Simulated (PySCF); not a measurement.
## Relaxation of singlet TiO(OH)₂

Level of theory: PBE in PySCF with Ti def2-SVP, O def2-SVP, H def2-SVP; no relativity; density-fitted integrals. A (50,194) grid was used.

A hand-made trigonal planar (heavy-atom frame) start, of Cs symmetry, held to at least that symmetry:

Coordinates in bohr (charge 0 multiplicity 1):
```
Ti    0.1278   -0.0143    0.0000
O     3.4160   -0.0143    0.0000
O    -1.7524    3.2425    0.0000
O    -1.7524   -3.2711    0.0000
H    -1.1320    4.9472    0.0000
H    -3.5390   -3.5861    0.0000
```

Task: What forces act on the atoms at the start (eV/Å)?

Result: 
| atom | Fx | Fy | Fz |
| --- | --- | --- | --- |
| Ti1 | 1.51 | 0.44 | 0.00 |
| O2 | -4.77 | -0.10 | 0.00 |
| O3 | 1.15 | -3.27 | 0.00 |
| O4 | 2.40 | 2.24 | 0.00 |
| H5 | 0.42 | 0.61 | 0.00 |
| H6 | -0.71 | 0.08 | 0.00 |

Task: What does it relax to?

Result: It ends at Cs with O–H 0.973 Å (×2), Ti–O 1.617 Å, Ti–O 1.826 Å, Ti–O 1.841 Å; H–O–Ti 127.2°, H–O–Ti 128.7°, O–Ti–O 114.8°, O–Ti–O 117.9°, O–Ti–O 127.3° (after a last refinement on a finer grid). No frequency check is given, so it may be a saddle point. Other isomers or separated fragments may lie lower.

Task: How much energy is released, and in how many steps?

Result: 86.9 kJ/mol in 10 steps.

Stability towards spin polarisation was not tested.

The relaxation took of the order of 60 core-seconds on a shared host.
